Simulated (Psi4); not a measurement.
Psi4 input (wB97X-D/6-31G*):

```
memory 1500 MB

molecule {
0 2
N     1.78731400   -0.10578100   -0.91345100
Si    0.24483300   -0.01837700   -0.13252800
Cl    0.33779800   -0.97955700    1.66928200
Cl   -0.27338700    1.94090700    0.13520000
Cl   -1.15084700   -0.92250000   -1.29767900
H     2.53055100    0.33728300   -0.36609000
symmetry c1
no_reorient
no_com
}

set {
  basis 6-31G*
  reference uks
  scf_type pk
  dft_radial_points 99
  dft_spherical_points 590
  e_convergence 1e-8
  d_convergence 1e-7
  maxiter 150
}

e = energy('wb97x-d')
print_out(f'\nFINAL {e:.10f} DIPOLE {variable("CURRENT DIPOLE")[0]:.6f} {variable("CURRENT DIPOLE")[1]:.6f} {variable("CURRENT DIPOLE")[2]:.6f}\n')
```

Output:

```
   => Loading Basis Set <=

    Name: 6-31G*
    Role: ORBITAL
    Keyword: BASIS
    atoms 1   entry N          line   128 file 6-31gs.gbs
    atoms 2   entry SI         line   268 file 6-31gs.gbs
    atoms 3-5 entry CL         line   340 file 6-31gs.gbs
    atoms 6   entry H          line    44 file 6-31gs.gbs

   => WB97X-D: Empirical Dispersion <=

    Chai and Head-Gordon Dispersion Correction
    Chai, J.-D.; Head-Gordon, M. (2010), J. Chem. Phys., 132: 6615-6620

        s6 =       1.000000

         ---------------------------------------------------------
                                   SCF
               by Justin Turney, Rob Parrish, Andy Simmonett
                          and Daniel G. A. Smith
                              UKS Reference
         ---------------------------------------------------------

  ==> Geometry <==

    Molecular point group: c1
    Full point group: C1

    Geometry (in Angstrom), charge = 0, multiplicity = 2:

       Center              X                  Y                   Z               Mass
    ------------   -----------------  -----------------  -----------------  -----------------
         N            1.787314000000    -0.105781000000    -0.913451000000    14.003074004430
         SI           0.244833000000    -0.018377000000    -0.132528000000    27.976926534650
         CL           0.337798000000    -0.979557000000     1.669282000000    34.968852682000
         CL          -0.273387000000     1.940907000000     0.135200000000    34.968852682000
         CL          -1.150847000000    -0.922500000000    -1.297679000000    34.968852682000
         H            2.530551000000     0.337283000000    -0.366090000000     1.007825032230

  Running in c1 symmetry.

  Rotational constants: A =      0.06162  B =      0.06062  C =      0.04332 [cm^-1]
  Rotational constants: A =   1847.29363  B =   1817.33812  C =   1298.83349 [MHz]
  Nuclear repulsion =  428.743542333361404

  Charge       = 0
  Multiplicity = 2
  Electrons    = 73
  Nalpha       = 37
  Nbeta        = 36

  ==> Algorithm <==

  SCF Algorithm Type is PK.
  DIIS enabled.
  MOM disabled.
  Fractional occupation disabled.
  Guess Type is SAD.
  Energy threshold   = 1.00e-08
  Density threshold  = 1.00e-07
  Integral threshold = 1.00e-12

  ==> Primary Basis <==

  Basis Set: 6-31G*
    Blend: 6-31G*
    Number of shells: 40
    Number of basis functions: 93
    Number of Cartesian functions: 93
    Spherical Harmonics?: false
    Max angular momentum: 2

  ==> DFT Potential <==

   => LibXC <=

    Version 7.1.2
    S. Lehtola, C. Steigemann, M. J. T. Oliveira, and M. A. L. Marques,  SoftwareX 7, 1–5 (2018) (10.1016/j.softx.2017.11.002)

   => Composite Functional: WB97X-D <=

    wB97X-D Hyb-GGA Exchange-Correlation Functional

    J.-D. Chai and M. Head-Gordon,  Phys. Chem. Chem. Phys. 10, 6615–6620 (2008) (10.1039/B810189B)

    Deriv               =              1
    GGA                 =           TRUE
    Meta                =          FALSE

    Exchange Hybrid     =           TRUE
    MP2 Hybrid          =          FALSE

   => Exchange-Correlation Functionals <=

    1.0000   wB97X-D range-separated functional

   => Exact (HF) Exchange <=

    0.7780            HF,LR [omega = 0.2000]
    0.2220               HF

   => LibXC Density Thresholds  <==

    XC_HYB_GGA_XC_WB97X_D:  1.00E-14

   => Molecular Quadrature <=

    Radial Scheme          =       TREUTLER
    Pruning Scheme         =           NONE
    Nuclear Scheme         =       TREUTLER

    Blocking Scheme        =         OCTREE
    BS radius alpha        =              1
    Pruning alpha          =              1
    Radial Points          =             99
    Spherical Points       =            590
    Total Points           =         327861
    Total Blocks           =           2478
    Max Points             =            256
    Max Functions          =             88
    Weights Tolerance      =       1.00E-15

  ==> Integral Setup <==

  Using in-core PK algorithm.
   Calculation information:
      Number of atoms:                   6
      Number of AO shells:              40
      Number of primitives:            127
      Number of atomic orbitals:        93
      Number of basis functions:        93

      Integral cutoff                 1.00e-12
      Number of threads:                 1

  Performing in-core PK
  Using 28665018 doubles for integral storage.
  We computed 276486 shell quartets total.
  Whereas there are 336610 unique shell quartets.

  Computing range-separated integrals for PK
  We computed 276486 wK shell quartets total.
  Whereas there are 336610 wK unique shell quartets.

  ==> DiskJK: Disk-Based J/K Matrices <==

    J tasked:                  Yes
    K tasked:                  Yes
    wK tasked:                 Yes
    Omega:               2.000E-01
    Schwarz Cutoff:          1E-12


  Cached 50.0% of DFT collocation blocks in 0.322 [GiB].

  Minimum eigenvalue in the overlap matrix is 7.2914086748E-03.
  Reciprocal condition number of the overlap matrix is 1.2365640815E-03.
    Using symmetric orthogonalization.

  ==> Pre-Iterations <==

  SCF Guess: Superposition of Atomic Densities via on-the-fly atomic UHF (no occupation information).

   -------------------------
    Irrep   Nso     Nmo
   -------------------------
     A         93      93
   -------------------------
    Total      93      93
   -------------------------

  ==> Iterations <==

                        Total Energy        Delta E     RMS |[F,P]|

   @UKS iter SAD: -1725.15503395610494   -1.72516e+03   0.00000e+00
   @UKS iter   1: -1725.27093298500608   -1.15899e-01   5.92524e-03 DIIS/ADIIS
   @UKS iter   2: -1725.26520964179622    5.72334e-03   6.43668e-03 DIIS/ADIIS
   @UKS iter   3: -1725.43892490466442   -1.73715e-01   5.20291e-04 DIIS/ADIIS
   @UKS iter   4: -1725.44321576400466   -4.29086e-03   2.93781e-04 DIIS/ADIIS
   @UKS iter   5: -1725.44454075178623   -1.32499e-03   1.05933e-04 DIIS/ADIIS
   @UKS iter   6: -1725.44476192019488   -2.21168e-04   4.80762e-05 DIIS
   @UKS iter   7: -1725.44480032942602   -3.84092e-05   1.05802e-05 DIIS
   @UKS iter   8: -1725.44480219314164   -1.86372e-06   3.40992e-06 DIIS
   @UKS iter   9: -1725.44480233866011   -1.45518e-07   8.34371e-07 DIIS
   @UKS iter  10: -1725.44480235050059   -1.18405e-08   2.77096e-07 DIIS
   @UKS iter  11: -1725.44480235153628   -1.03569e-09   9.17788e-08 DIIS
  Energy and wave function converged.

  ==> Post-Iterations <==

   Electrons on quadrature grid:
      Nalpha   =   37.0000004399 ; deviation = 4.399e-07
      Nbeta    =   36.0000004487 ; deviation = 4.487e-07
      Ntotal   =   73.0000008886 ; deviation = 8.886e-07

   @Spin Contamination Metric:   3.341118203E-03
   @S^2 Expected:                7.500000000E-01
   @S^2 Observed:                7.533411182E-01
   @S   Expected:                5.000000000E-01
   @S   Observed:                5.000000000E-01

    Orbital Energies [Eh]
    ---------------------

    Alpha Occupied:

       1A   -101.739377     2A   -101.739376     3A   -101.734300
       4A    -66.418958     5A    -14.520265     6A     -9.613866
       7A     -9.613856     8A     -9.608929     9A     -7.360225
      10A     -7.360213    11A     -7.355350    12A     -7.353786
      13A     -7.353784    14A     -7.353373    15A     -7.353370
      16A     -7.348603    17A     -7.348411    18A     -5.522925
      19A     -3.868852    20A     -3.868684    21A     -3.866320
      22A     -1.010324    23A     -0.963616    24A     -0.949476
      25A     -0.945866    26A     -0.654082    27A     -0.573790
      28A     -0.541126    29A     -0.528774    30A     -0.472273
      31A     -0.464144    32A     -0.454997    33A     -0.449042
      34A     -0.434814    35A     -0.420041    36A     -0.418064
      37A     -0.413952

    Alpha Virtual:

      38A      0.054937    39A      0.108752    40A      0.109197
      41A      0.120151    42A      0.179119    43A      0.229226
      44A      0.269605    45A      0.292076    46A      0.359231
      47A      0.434575    48A      0.435657    49A      0.469803
      50A      0.477869    51A      0.481747    52A      0.549203
      53A      0.550232    54A      0.576329    55A      0.576655
      56A      0.591822    57A      0.599373    58A      0.640913
      59A      0.654573    60A      0.725875    61A      0.745740
      62A      0.752866    63A      0.766866    64A      0.866167
      65A      0.892975    66A      0.914545    67A      0.918704
      68A      0.927335    69A      0.929859    70A      0.934055
      71A      0.939102    72A      0.939377    73A      0.962418
      74A      0.997532    75A      1.000559    76A      1.041746
      77A      1.074627    78A      1.085988    79A      1.087790
      80A      1.226131    81A      1.311825    82A      1.372274
      83A      1.388938    84A      1.714416    85A      1.843387
      86A      1.878883    87A      2.255058    88A      2.425447
      89A      2.972165    90A      3.709166    91A      4.325835
      92A      4.338433    93A      4.363899

    Beta Occupied:

       1A   -101.739140     2A   -101.739139     3A   -101.734298
       4A    -66.419107     5A    -14.504965     6A     -9.613606
       7A     -9.613595     8A     -9.608925     9A     -7.359813
      10A     -7.359801    11A     -7.355403    12A     -7.353222
      13A     -7.353217    14A     -7.353206    15A     -7.353206
      16A     -7.348499    17A     -7.348440    18A     -5.523110
      19A     -3.868952    20A     -3.868827    21A     -3.866635
      22A     -0.993982    23A     -0.947935    24A     -0.945485
      25A     -0.923253    26A     -0.647548    27A     -0.562394
      28A     -0.531126    29A     -0.526613    30A     -0.464195
      31A     -0.455091    32A     -0.454150    33A     -0.435444
      34A     -0.432132    35A     -0.417838    36A     -0.395517

    Beta Virtual:

      37A     -0.098760    38A      0.057082    39A      0.109896
      40A      0.116844    41A      0.142514    42A      0.183750
      43A      0.230465    44A      0.269718    45A      0.293653
      46A      0.362246    47A      0.435597    48A      0.435783
      49A      0.471435    50A      0.482935    51A      0.490605
      52A      0.549583    53A      0.553787    54A      0.577235
      55A      0.577943    56A      0.592703    57A      0.599532
      58A      0.644486    59A      0.657370    60A      0.730018
      61A      0.750192    62A      0.753738    63A      0.768284
      64A      0.899230    65A      0.911259    66A      0.915512
      67A      0.921710    68A      0.930541    69A      0.932207
      70A      0.936304    71A      0.940185    72A      0.942379
      73A      0.968919    74A      1.008723    75A      1.009278
      76A      1.045843    77A      1.082749    78A      1.088767
      79A      1.090740    80A      1.235166    81A      1.321574
      82A      1.373508    83A      1.389422    84A      1.781337
      85A      1.875993    86A      1.942247    87A      2.306803
      88A      2.442959    89A      2.973369    90A      3.751203
      91A      4.326976    92A      4.338839    93A      4.364703

    Final Occupation by Irrep:
              A
    DOCC [    36 ]
    SOCC [     1 ]
    NA   [    37 ]
    NB   [    36 ]

  @UKS Final Energy: -1725.44480235153628

   => Energetics <=

    Nuclear Repulsion Energy =            428.7435423333614040
    One-Electron Energy =               -3236.3386341279792759
    Two-Electron Energy =                1164.4746467878283056
    DFT Exchange-Correlation Energy =     -82.3225316386212000
    Empirical Dispersion Energy =          -0.0018257061254156
    VV10 Nonlocal Energy =                  0.0000000000000000
    Total Energy =                      -1725.4448023515362820

  UHF NO Occupations:
  HONO-2 :   35  A 1.9996870
  HONO-1 :   36  A 1.9991652
  HONO-0 :   37  A 1.0000000
  LUNO+0 :   38  A 0.0008348
  LUNO+1 :   39  A 0.0003130
  LUNO+2 :   40  A 0.0002804
  LUNO+3 :   41  A 0.0002255

Computation Completed

Properties will be evaluated at   0.000000,   0.000000,   0.000000 [a0]

Properties computed using the SCF density matrix

 Multipole Moments:

 ------------------------------------------------------------------------------------
     Multipole            Electronic (a.u.)      Nuclear  (a.u.)        Total (a.u.)
 ------------------------------------------------------------------------------------

 L = 1.  Multiply by 2.5417464519 to convert [e a0] to [Debye]
 Dipole X            :          0.5396009           -0.0000019            0.5395990
 Dipole Y            :          0.2633981           -0.0000227            0.2633755
 Dipole Z            :          0.2863853            0.0000227            0.2864080
 Magnitude           :                                                    0.6652543

 ------------------------------------------------------------------------------------

FINAL -1725.4448023515 DIPOLE 0.539599 0.263375 0.286408

*** Psi4 exiting successfully. Buy a developer a beer!
```

The geometry given is a B3LYP-D3(BJ)/def2-TZVP minimum.
